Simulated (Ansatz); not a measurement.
Consider the atomization: `CC(F)([SiH3])Br` → Br• + 2 C• + F• + 6 H• + Si•.

Program: Ansatz. Geometries: PBE0-D4/def2-TZVP. ΔE: electronic, gas phase. CCSD(T)/CBS adds triple-zeta CCSD(T) − MP2 to the extrapolated MP2 energy (def2 sets, frozen cores). This one scheme is used for every species, atoms too. DFT in def2-TZVPP. B3LYP here is the variant with VWN-RPA as its local correlation; programs differ in this. Open shells (•) are unrestricted, without spin–orbit coupling. Spin–orbit coupling would lower the free atoms: a little for C, F, Si; clearly for Br. Bonds to Br are less sure, by a few kJ/mol each and by 10 to 20 or more in all where they break to atoms, as the def2 sets lack core-valence functions. Scalar relativity is left out up to krypton.

```csv
level,ΔE (kcal/mol)
ωB97M-V,896.4
B3LYP,882.9
MP2/def2-TZVPP,885.8
CCSD/def2-TZVPP,860.2
CCSD(T)/def2-TZVPP,873.6
HF/def2-QZVPP,655.6
SCS-MP2/def2-QZVPP,896.2
MP2/CBS(def2),909.7
```

Q: What does CCSD(T)/CBS give? (Estimate.)

A: The calculation gave: +897.4 kcal/mol. The listed levels differ from it by -1.0, -14.5, -11.6, -37.2, -23.8, -241.8, -1.2, 12.3 kcal/mol.

Largest T1 diagnostic among the species: 0.012.

In def2-TZVPP, CCSD(T) changes the Hartree–Fock value by +218.8 kcal/mol (the triples alone add +13.4 kcal/mol) and MP2 by +231.0 kcal/mol; breaking electron pairs costs correlation energy, which Hartree–Fock lacks. The D4 term adds +10.2 kcal/mol with B3LYP and +5.3 kcal/mol with PBE0; it sums over pairs of atoms, weighted by their polarisabilities, and B3LYP, whose exchange is more repulsive, gets the larger term. From PBE to PBE0 (25 % exact exchange), in def2-TZVPP and without D4, ΔE moves by −13.6 kcal/mol: exact exchange takes away binding that semilocal exchange gives to molecules.

For atomizations the MP2-based limit and the directly extrapolated one differ by several kJ/mol either way, and by 10 to 25 for some Ge, Se and Sn compounds, so smaller differences from it don't rank the levels.
